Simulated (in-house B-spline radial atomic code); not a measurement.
**Ionising Br²⁺ with different functionals**

Computed with an all-electron radial atomic-structure program (B-spline basis): four-component Dirac-Coulomb Hamiltonian, Fermi nucleus of rms radius 4.1629 fm, spin-restricted, spherical fractional occupations for the functionals, and exact exchange of hybrids averaged over the configuration. The ionisation energy is the difference of two self-consistent energies, [Ar] 3d10 4s2 4p3 → [Ar] 3d10 4s2 4p2, without Breit or QED terms; ε is the level of the shell that loses the electron (mean over j). The electron is taken from both j subshells in proportion to 2j + 1, so the result is a j average, not the step between ground levels.

```
   method                    rung  ΔSCF (eV)  -ε(4p) (eV)
    B3LYP           global hybrid      34.09        29.56
    wB97X  range-separated hybrid      33.90        32.30
CAM-B3LYP  range-separated hybrid      34.11        31.36
    HSE06  range-separated hybrid      34.02        29.41
```

Among the functionals, which spreads more, the ΔSCF values or the orbital energies?

The orbital energies: ΔSCF values span about 0.20 eV and the orbital energies 2.89 eV; here energy differences depend much less on the functional than eigenvalues do.

How do they compare with the NIST value?

NIST lists 34.87 eV ± 0.019 (measured, ground level to ground level). Errors run from -0.97 to -0.76 eV. The correlated functionals all miss on the same side by more than they spread, so the cause is common to them (Breit-QED terms, spin polarisation, the choice among j levels, multiplet and fine-structure energies, or a listed next ion that isn't the cheapest removal here) and closeness doesn't rank the functionals.
